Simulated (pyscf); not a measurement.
PySCF, gas phase, ωB97X-D3(BJ)/def2-SVP geometries.

Task: What is the homolytic dissociation enthalpy (298 K, ωB97M-D3(BJ)/def2-TZVP) of the Ga–Si bond of HO–SiH₂–Ga(F)–F, to HO–SiH₂• + [F–Ga–F]•?

Result: Ga–Si to HO–SiH₂• + [F–Ga–F]•: 70.0 kcal/mol. The 7 functionals that were run give +65.6 (PBE) to +76.1 kcal/mol (ωB97X-D3(BJ)). The radicals are drawn with the spin at the cut bond; how far it spreads was not checked. HO–SiH₂–Ga(F)–F lies 6.6 kcal/mol over its isomer F–Ga(F)–O–SiH₃, and others may lie lower still (electronic energy, ωB97M-D3(BJ)). Other isomers of HO–SiH₂• were not searched in full and may lie lower. Elements up to Kr have no core potential and no relativistic terms here.
